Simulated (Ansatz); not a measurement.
Total energies of `c1csc(-c2cnc(-c3cnc(-c4cnc(-c5cnc(-c6cncs6)s5)s4)s3)s2)n1` from Ansatz at PBE-D4/def2-TZVP, gas phase (1 Eh = 27.2114 eV = 2625.5 kJ/mol). The reference geometry is relaxed at r2SCAN-D4/def2-SVP.

```tsv
state	geometry	energy (Eh)
charge 0 singlet	reference	-3406.72903
charge 1 doublet	reference	-3406.48428
charge -1 doublet	reference	-3406.81132
free C atom (triplet)	–	-37.79597
free S atom (triplet)	–	-397.93833
free N atom (quartet)	–	-54.53214
free H atom (doublet)	–	-0.49962
```

Single mean-field runs in def2-TZVP are fitted with def2-universal-jkfit.

Work out the vertical ionisation energy to the doublet.

E(charge 1 doublet) − E(charge 0 singlet) = -3406.48428 − (-3406.72903) = 0.24475 Eh = 6.66 eV. For comparison, −ε of the highest occupied level is 5.20 eV at this level, 1.46 eV less.

Work out the vertical electron affinity, to the doublet.

E(charge 0 singlet) − E(charge -1 doublet) = -3406.72903 − (-3406.81132) = 0.08229 Eh = 2.24 eV. The basis lacks diffuse functions, which makes affinities too small.

Give the fundamental gap IE − EA, the Mulliken electronegativity (IE + EA)/2 and the hardness (IE − EA)/2.

From the values in Eh: IE − EA = 0.24475 − 0.08229 = 0.16246 Eh = 4.42 eV; (IE + EA)/2 = 4.45 eV; (IE − EA)/2 = 2.21 eV. The HOMO–LUMO gap of the same run is 1.60 eV, 2.82 eV smaller than the fundamental gap.

What is the binding energy per atom against free atoms?

Atoms: 18 × (-37.79597) + 6 × (-397.93833) + 6 × (-54.53214) + 8 × (-0.49962) = -3399.14724 Eh. Binding: -3399.14724 − (-3406.72903) = 7.58179 Eh = 206.31 eV, or 5.43 eV for each of 38 atoms (no zero-point energy, no counterpoise term).
